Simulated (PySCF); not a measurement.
Molecule: SMILES F[Si](F)(F)F, F4Si.

Structure with atom numbers: `[F:1][Si:2]([F:3])([F:4])[F:5]`.

Geometry PBE0-D3(BJ)/def2-SVP throughout; GIAO in PySCF 2.14.0 with density-fitted response routines, gas phase, one conformer, non-relativistic; equivalent atoms averaged; basis pcSseg-2.

Question: How do the absolute shieldings σ depend on the functional? (ppm; last column core-seconds on shared hosts with different chips, so compare them loosely; the GGAs took longer than the global hybrids here, which isn't the general rule, and the cause wasn't traced)

Answer: 
```csv
functional,kind,F1/F3/F4/F5,Si2,core-s
HF,Hartree–Fock,373.3,504.4,4.4
LDA,LDA,321.5,411.0,8.9
PBE,GGA,330.0,430.9,11
BLYP,GGA,332.2,428.5,11
BP86,GGA,330.3,431.2,11
OPBE,GGA,338.4,454.0,12
KT2,GGA,328.9,451.3,12
KT3,GGA,338.1,462.6,12
B97-D,GGA,340.1,450.6,12
B3LYP,global hybrid,341.5,443.4,8.9
PBE0,global hybrid,342.4,450.1,8.8
mPW1PW91,global hybrid,342.8,450.3,8.8
WP04,global hybrid,351.9,460.4,9
B97-2,global hybrid,346.6,459.0,8.9
BHandHLYP,global hybrid,354.1,465.8,8.7
CAM-B3LYP,range-separated hybrid,343.3,443.3,12
wB97X-D,range-separated hybrid,345.5,450.8,22
LC-wPBE,range-separated hybrid,345.6,444.6,16
```

Question: Which nucleus moves most, in ppm?

Answer: Si2 (silicon bonded to 4 F): from 411.0 ppm with LDA to 504.4 ppm with HF. The smallest spread is 51.8 ppm, at F1/F3/F4/F5.
